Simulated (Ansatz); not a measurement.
Stepwise reaction of `[NH2][Mo]([NH2])(=[S])=[S]` with water, as a gas-phase model of exchange steps in deposition or etching. ΔE in kJ/mol; ΔG adds harmonic PBE0-D4 terms to CCSD(T)/CBS, at 1 bar.

Isolated molecules relaxed with PBE0-D4/def2-TZVP in Ansatz; ΔE leaves out vibrations. CCSD(T)/CBS is the MP2 limit (def2-TZVPP, def2-QZVPP) plus CCSD(T) − MP2 in def2-TZVPP, frozen cores. This one scheme is used for every species. Functionals use def2-TZVPP. B3LYP here is the variant with VWN-RPA as its local correlation; programs differ in this. Elements past krypton have def2 core potentials. For Mo outer-core shells are correlated without core-valence functions, which leaves a few kJ/mol of doubt a bond. Each species was taken in one conformer, which may not be the lowest.

| step | reaction | PBE-D4 | B3LYP-D4 | ωB97M-V | CCSD(T)/CBS | ΔG(400 K) |
| --- | --- | --- | --- | --- | --- | --- |
| 1 | `[NH2][Mo]([NH2])(=[S])=[S]` + H₂O → `[NH2][Mo]([OH])(=[S])=[S]` + NH₃ | -28.8 | -27.7 | -28.0 | -21.9 | -20.6 |
| 2 | `[NH2][Mo]([OH])(=[S])=[S]` + H₂O → `[OH][Mo]([OH])(=[S])=[S]` + NH₃ | -23.4 | -22.1 | -22.0 | -15.3 | -10.4 |

Task: By hand: ΔE of the 2 steps together at CCSD(T)/CBS.

Result: (-21.9) + (-15.3) = -37.2 kJ/mol, or -18.6 kJ/mol a step.

In ΔE each step is higher than the one before. All are downhill at CCSD(T)/CBS. ΔG lies between -20.6 and -10.4 kJ/mol a step. PBE-D4 differs from CCSD(T)/CBS by -8.1 to -6.9 kJ/mol a step. Isolated molecules leave out the surface, adducts and barriers. Largest T1 diagnostic: 0.025.
